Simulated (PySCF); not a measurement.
Work out the structure from these simulated measurements.

Elements present: C, F, H, S and Si. Monoisotopic mass: 170.0022 u.

* NMR, other nuclei: isotropic shieldings of nuclei other than C and H, by class: 252 (1 F), 390 (1 Si), 534 (1 S) ppm [GIAO PBE0/pcSseg-1]
* Dipole: 2.02 D [PBE0/pcSseg-1]
* Rotational structure: rotational constants A, B, C: 1.951, 0.420, 0.354 GHz [GFN2-xTB]
* 1H NMR: chemical shifts (computed TMS as zero) by class: 7.10 (1 H), 6.21 (1 H), 4.71 (2 H), 3.56 (2 H), 2.13 (1 H) ppm [GIAO PBE0/pcSseg-1]
* 13C NMR: chemical shifts (computed TMS as zero) by class: 181.9 (1 C), 153.2 (1 C), 135.6 (1 C), 107.5 (1 C), 99.2 (1 C), 85.6 (1 C), 20.9 (1 C) ppm [GIAO PBE0/pcSseg-1]

The electronic properties come from PySCF, for the isolated species, density fitting. Levels stand in brackets. Geometry: GFN2-xTB, one conformer, isolated molecule. Each NMR value is the plain mean over a class of atoms that symmetry, rotation or inversion makes alike.

Question: Which formula fits the mass and the elements?

Answer: C7H7FSSi (calculated 170.0022). No other formula that holds each of these elements comes within 0.0003 u with a fitting electron parity and a possible valence count.

Question: Propose a structure and show how it fits.

Answer: Numbering: `[F:1][C:2]1=[C:3]([C:4]#[C:5][CH2:6][SH:7])[SiH2:8][CH:9]=[CH:10]1`. Its formula, C7H7FSSi, gives 5 degrees of unsaturation: 1 ring and 4 π bonds in the structure found. 7 carbons fall into 7 classes; from least to most shielded: vinylic C–F carbon [C2] (181.9 ppm), alkene CH carbon [C10] (153.2 ppm), alkene CH carbon [C9] (135.6 ppm), alkyne carbon [C5] (107.5 ppm), fully substituted alkene carbon [C3] (99.2 ppm), alkyne carbon [C4] (85.6 ppm), chain sp3 carbon bound to sulfur [C6] (20.9 ppm). Hydrogen classes from least to most shielded: 1 H on an alkene CH carbon, C10 (7.10 ppm), 1 H on an alkene CH carbon, C9 (6.21 ppm), 2 H on an SiH2 silicon, Si8 (4.71 ppm), 2 H on an sp3 carbon bound to sulfur, C6 (3.56 ppm, a mean of values up to 0.8 ppm apart in this geometry), 1 H on a thiol sulfur, S7 (2.13 ppm). The other shieldings belong to: 252 ppm, vinyl fluorine [F1]; 390 ppm, SiH2 silicon [Si8]; 534 ppm, thiol sulfur [S7]. The optimised geometry has point group C1 and is an asymmetric top. Structure: `FC1=C(C#CCS)[SiH2]C=C1`. The assignments are read from this structure; whether some other isomer fits the data as well wasn't checked.

Conformer computed: `[F:1][C:2]1=[C:3]([C:4]#[C:5][CH2:6][SH:7])[SiH2:8][CH:9]=[CH:10]1`: H–S7–C6–C5 -59°.
